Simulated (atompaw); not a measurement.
**Cutoff test, Eu (Z = 63), PAW (atompaw)**

- Element: europium
- Generator: atompaw 4.2.0.5
- Type: PAW
- Functional: LDA (PW92)
- Relativity: scalar-relativistic
- Frozen core: [Kr] 4d10
- Valence charge: 17
- Reference configuration: 4f7 5s2 5p6 5d0 6s0 6p0 (charge +2)
- Partial waves: 5s (bound); 6s (bound, empty); 5p (bound); 6p (bound, empty); 5d (bound, empty); 5d channel at -0.65 Ry; 4f (bound); 4f channel at 2.45 Ry
- Local potential: bessel scheme, radius 2.00 bohr
- Core correction: smooth core density matched at 3.00 bohr
- Augmentation charge: gaussian compensation charge, radius 2.75 bohr; PAW radius 3.00 bohr; waves and projectors: bloechl

The pseudo-atom Hamiltonian at the reference potential is diagonalised in spherical Bessel functions j_l(qr) that vanish at 20 bohr, with q² up to the cutoff. All-electron valence levels (Ry): 5s -4.2976, 6s -1.0269, 5p -2.7538, 6p -0.7170, 5d -1.0130, 4f -1.2086.

**Question.** How do the lowest levels (Ry) of each channel move with the cutoff, and are there ghosts?

**Answer.**

```csv
cutoff (Ry),s #1,s #2,p #1,p #2,p #3,d #1,d #2,f #1,Σ f·Δε (mRy)
8,-4.2795,-1.0226,-2.6894,-0.6915,-0.3227,-0.9974,-0.3706,-0.2949,6818.5
10,-4.2931,-1.0260,-2.7300,-0.7055,-0.3272,-1.0079,-0.3726,-0.3224,6355.7
12,-4.2967,-1.0268,-2.7466,-0.7127,-0.3296,-1.0116,-0.3733,-0.7175,3482.5
15,-4.2974,-1.0269,-2.7530,-0.7164,-0.3308,-1.0127,-0.3735,-1.1250,590.5
18,-4.2976,-1.0269,-2.7536,-0.7169,-0.3310,-1.0130,-0.3735,-1.1829,180.8
21,-4.2976,-1.0269,-2.7538,-0.7170,-0.3310,-1.0130,-0.3735,-1.2005,57.4
25,-4.2976,-1.0269,-2.7538,-0.7170,-0.3310,-1.0130,-0.3736,-1.2071,10.7
30,-4.2976,-1.0269,-2.7538,-0.7170,-0.3310,-1.0130,-0.3739,-1.2083,2.0
35,-4.2976,-1.0269,-2.7538,-0.7170,-0.3310,-1.0130,-0.3748,-1.2086,0.4
40,-4.2976,-1.0269,-2.7538,-0.7170,-0.3310,-1.0130,-0.3759,-1.2086,0.1
45,-4.2976,-1.0269,-2.7538,-0.7170,-0.3310,-1.0130,-0.3764,-1.2086,0.1
400,-4.2976,-1.0269,-2.7538,-0.7170,-0.3310,-1.0130,-0.3767,-1.2086,0.0
```

Result: no extra level below or beside the all-electron valence levels (s, p, d, f tested); 10 mRy is reached at 30 Ry and 1 mRy at 35 Ry.
